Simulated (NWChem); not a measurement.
All runs are NWChem calculations. System: H$_{4}$FNOSi, charge 1, spin multiplicity 2, at the geometry of a parent with another charge or spin, in a state set for the comparison that need not be this species' ground state. Its SCF solution wasn't tested for a lower state.

Input file:

```
start mol
memory heap 200 mb stack 900 mb global 1100 mb
charge 1
geometry units angstroms nocenter noautoz noautosym
  N      1.548483    -0.172271    -0.466459
  Si     0.047422    -0.091956     0.325677
  O     -0.999519    -1.074476    -0.499469
  F     -0.652952     1.386006     0.322819
  H      1.635621    -0.176244    -1.476994
  H      2.422906     0.030606     0.003961
  H      0.238744    -0.426336     1.753895
  H     -1.927828    -0.813001    -0.484742
end
basis spherical
  * library 6-31+g*
end
dft
  xc xpbe96 cpbe96
  odft
  mult 2
  semidirect memsize 60000000 filesize 0
  iterations 100
end
task dft energy
```

The output up to the point where the run's verdict is printed (cleaned and shortened):

```
             Northwest Computational Chemistry Package (NWChem) 7.3.0
             --------------------------------------------------------

                                NWChem Input Module
                                -------------------

 Scaling coordinates for geometry "geometry" by  1.889725989
 (inverse scale =  0.529177249)

                             Geometry "geometry" -> ""
                             -------------------------

 Output coordinates in angstroms (scale by  1.889725989 to convert to a.u.)

  No.       Tag          Charge          X              Y              Z
 ---- ---------------- ---------- -------------- -------------- --------------
    1 N                    7.0000     1.54848300    -0.17227100    -0.46645900
    2 Si                  14.0000     0.04742200    -0.09195600     0.32567700
    3 O                    8.0000    -0.99951900    -1.07447600    -0.49946900
    4 F                    9.0000    -0.65295200     1.38600600     0.32281900
    5 H                    1.0000     1.63562100    -0.17624400    -1.47699400
    6 H                    1.0000     2.42290600     0.03060600     0.00396100
    7 H                    1.0000     0.23874400    -0.42633600     1.75389500
    8 H                    1.0000    -1.92782800    -0.81300100    -0.48474200

 Effective nuclear repulsion energy (a.u.)     184.9361718457

            Nuclear Dipole moment (a.u.)
            ----------------------------
        X                 Y               Z
 ---------------- ---------------- ----------------
     0.0000226767    -0.0000188973     0.0000075589


 Summary of "ao basis" -> "" (spherical)
 ------------------------------------------------------------------------------
       Tag                 Description            Shells   Functions and Types
 ---------------- ------------------------------  ------  ---------------------
 *                          6-31+g*                   on all atoms

  pbe96 is a nonlocal functional; adding pw91lda local functional.

                                 NWChem DFT Module
                                 -----------------
[...]
 d= 0,ls=0.5,diis    75   -521.0639385659 -1.71D-05  1.87D-05  8.11D-05    80.9
                                                     5.00D-05  5.77D-05
 d= 0,ls=0.5,diis    76   -521.0639664134 -2.78D-05  1.65D-05  5.17D-05    81.9
                                                     4.89D-05  3.84D-05
 d= 0,ls=0.5,diis    77   -521.0639845416 -1.81D-05  3.46D-05  4.51D-05    83.0
                                                     5.02D-05  3.17D-05
 d= 0,ls=0.5,diis    78   -521.0640107844 -2.62D-05  2.81D-05  1.85D-05    84.4
                                                     4.98D-05  1.78D-05
 d= 0,ls=0.5,diis    79   -521.0640293421 -1.86D-05  1.02D-05  9.68D-06    86.2
                                                     4.62D-05  1.35D-05
 d= 0,ls=0.5,diis    80   -521.0640434081 -1.41D-05  1.00D-05  8.28D-06    87.7
                                                     4.46D-05  1.25D-05
 d= 0,ls=0.5,diis    81   -521.0640566365 -1.32D-05  1.56D-05  5.98D-06    88.9
                                                     4.36D-05  1.05D-05
 d= 0,ls=0.5,diis    82   -521.0640674937 -1.09D-05  1.32D-05  7.35D-06    90.5
                                                     4.21D-05  1.07D-05
 d= 0,ls=0.5,diis    83   -521.0640776340 -1.01D-05  2.46D-05  8.54D-06    91.6
                                                     4.21D-05  1.09D-05
 d= 0,ls=0.5,diis    84   -521.0640847383 -7.10D-06  2.11D-05  1.49D-05    92.8
                                                     4.12D-05  1.40D-05
 d= 0,ls=0.5,diis    85   -521.0640906242 -5.89D-06  1.17D-05  2.19D-05    93.8
                                                     3.82D-05  2.03D-05
 d= 0,ls=0.5,diis    86   -521.0640971482 -6.52D-06  7.06D-06  2.60D-05    94.9
                                                     3.61D-05  2.46D-05
 d= 0,ls=0.5,diis    87   -521.0641046884 -7.54D-06  7.16D-06  2.68D-05    96.0
                                                     3.53D-05  2.53D-05
 d= 0,ls=0.5,diis    88   -521.0641152022 -1.05D-05  9.77D-06  2.07D-05    97.1
                                                     3.52D-05  2.03D-05
 d= 0,ls=0.5,diis    89   -521.0641267347 -1.15D-05  7.59D-06  1.24D-05    98.2
                                                     3.41D-05  1.42D-05
 d= 0,ls=0.5,diis    90   -521.0641334409 -6.71D-06  1.11D-05  1.46D-05    99.3
                                                     3.49D-05  1.49D-05
 d= 0,ls=0.5,diis    91   -521.0641442416 -1.08D-05  8.49D-06  7.16D-06   100.6
                                                     3.37D-05  9.08D-06
 d= 0,ls=0.5,diis    92   -521.0641505558 -6.31D-06  2.83D-06  9.32D-06   101.6
                                                     3.27D-05  9.82D-06
 d= 0,ls=0.5,diis    93   -521.0641582924 -7.74D-06  1.33D-05  6.57D-06   102.8
                                                     3.24D-05  7.77D-06
 d= 0,ls=0.5,diis    94   -521.0641629021 -4.61D-06  7.00D-06  1.08D-05   103.8
                                                     3.16D-05  9.92D-06
 d= 0,ls=0.5,diis    95   -521.0641710926 -8.19D-06  2.09D-05  6.04D-06   105.1
                                                     3.26D-05  7.27D-06
 d= 0,ls=0.5,diis    96   -521.0641728276 -1.74D-06  1.21D-05  1.57D-05   106.7
                                                     3.02D-05  1.32D-05
 d= 0,ls=0.5,diis    97   -521.0641758536 -3.03D-06  1.39D-05  1.96D-05   107.8
                                                     2.93D-05  1.72D-05
 d= 0,ls=0.5,diis    98   -521.0641773533 -1.50D-06  8.05D-06  2.71D-05   108.9
                                                     2.80D-05  2.22D-05
 d= 0,ls=0.5,diis    99   -521.0641816951 -4.34D-06  8.40D-06  2.66D-05   110.0
                                                     2.72D-05  2.44D-05
 d= 0,ls=0.5,diis   100   -521.0641892773 -7.58D-06  4.52D-06  1.93D-05   111.2
                                                     2.62D-05  1.92D-05
```

Convergence was not reached. The next line reads: Calculation failed to converge. NWChem stopped with the message: dft energy failed.
